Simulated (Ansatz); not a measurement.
Al(PH3)Cl3 (AlPH3Cl3). Total charge 0; singlet. Geometry PBE-D4/def2-SVP, basis def2-TZVP, Ansatz.

```xyz
8

Al    0.882   -1.050    0.004
P    -0.718    0.855    0.000
H    -2.059    0.603    0.418
H    -0.969    1.508   -1.244
H    -0.416    1.987    0.814
Cl   -0.168   -2.355   -1.303
Cl    0.861   -1.505    2.079
Cl    2.587   -0.043   -0.768
```

| run | HOMO (eV) | LUMO (eV) |
| --- | --- | --- |
| A | -7.63 | -1.50 |
| B | -8.66 | -0.85 |
| C | -7.26 | -1.73 |
| D | -7.40 | -1.89 |
| E | -8.37 | -1.04 |
| F | -10.01 | 0.29 |

B3LYP takes the VWN-RPA correlation.

Q: The runs used B3LYP, CAM-B3LYP, LDA (SPW92), PBE, PBE0, r2SCAN. Estimate which is which.

A: A r2SCAN (0 % exact exchange); B PBE0 (25 % exact exchange); C PBE (0 % exact exchange); D LDA (SPW92) (0 % exact exchange); E B3LYP (20 % exact exchange); F CAM-B3LYP (range-separated). Exact exchange lowers occupied and raises empty levels; among semilocal functionals meta-GGAs tend to open the gap a little, and such runs are hard to tell apart. The gap grows from 5.51 eV (LDA (SPW92)) to 10.30 eV (CAM-B3LYP).
